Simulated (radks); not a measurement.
Values are calculated unless marked as measured or tabulated.
Question: Ge+, 31 electrons, occupied as [Ar] 3d10 4s1 4p2 (not the ground configuration). Code: a radial shooting solver on a logarithmic mesh with Libxc functionals. Model: Dirac Kohn-Sham, PBE, spin-unpolarised, spherical densities, finite nucleus; open shells fill j = l - 1/2 first; Fermi nuclear charge, rms radius 4.0742 fm.

Spin-orbit splittings of the eigenvalues, e(l+1/2) - e(l-1/2), with zeta = 2 splitting/(2l+1) and mean radii in bohr:

| shell | occ. | splitting (eV) | zeta (eV) | <r> j=l-1/2 | <r> j=l+1/2 |
|---|---|---|---|---|---|
| 2p | 6 | 31.87 | 21.25 | 0.1812 | 0.1848 |
| 3p | 6 | 4.276 | 2.851 | 0.6396 | 0.6503 |
| 3d | 10 | ? | ? | 0.7296 | 0.7348 |
| 4p | 2 | 0.2563 | 0.1709 | 2.481 | 2.519 |

Estimate the 3d splitting.

Answer: 0.5871 eV (zeta = 0.2348 eV).
